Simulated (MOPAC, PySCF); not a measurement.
C₁₀H₉ClSi, SMILES `[SiH3]c1ccc2cccc(Cl)c2c1`, neutral singlet in the gas phase. 

Cartesian coordinates (Å):
SMILES: c1cc(Cl)c2cc([SiH3])ccc2c1
```xyz
21

Si    -3.6536     0.0524     0.0559
C     -1.8002    -0.2494     0.0925
C     -1.2791    -1.5730     0.1199
C      0.0739    -1.8008     0.1462
C      0.9986    -0.7244     0.1468
C      2.3981    -0.9432     0.1737
C      3.2703     0.1188     0.1736
C      2.7866     1.4439     0.1468
C      1.4311     1.6781     0.1204
Cl     0.8696     3.3183     0.0877
C      0.4887     0.6108     0.1194
C     -0.9141     0.8116     0.0928
H     -4.2665    -0.5717    -1.1576
H     -4.3105    -0.5521     1.2562
H     -3.9099     1.5233     0.0390
H     -1.9632    -2.4268     0.1204
H      0.4624    -2.8223     0.1672
H      2.7712    -1.9699     0.1945
H      4.3489    -0.0526     0.1944
H      3.4773     2.2884     0.1466
H     -1.2795     1.8406     0.0723
```
Charge 0, spin multiplicity 1.

All levels are single points at this geometry (PBE0-D4/def2-SVP); Pople sets use spherical d functions. Orbital energies aren't observables, and empty levels follow the basis.

| level | HOMO (eV) | LUMO (eV) | gap (eV) | dipole (D) | vertical IE, Delta-SCF (eV) |
|---|---|---|---|---|---|
| PBE0-D4/def2-TZVP in PySCF | -6.53 | -1.65 | 4.88 | 1.99 | 8.07 |
| B3LYP/3-21G in PySCF | -6.19 | -1.43 | 4.75 | 2.20 | – |
| B3LYP/6-31G* in PySCF | -6.06 | -1.42 | 4.64 | 2.09 | 7.80 |
| B3LYP/LANL2DZ in PySCF | -6.25 | -1.56 | 4.68 | 2.14 | – |
| M06-2X/6-31G* in PySCF | -7.33 | -0.60 | 6.73 | 2.06 | – |
| PM3 in MOPAC | -8.68 | -0.58 | 8.10 | 1.02 | – |
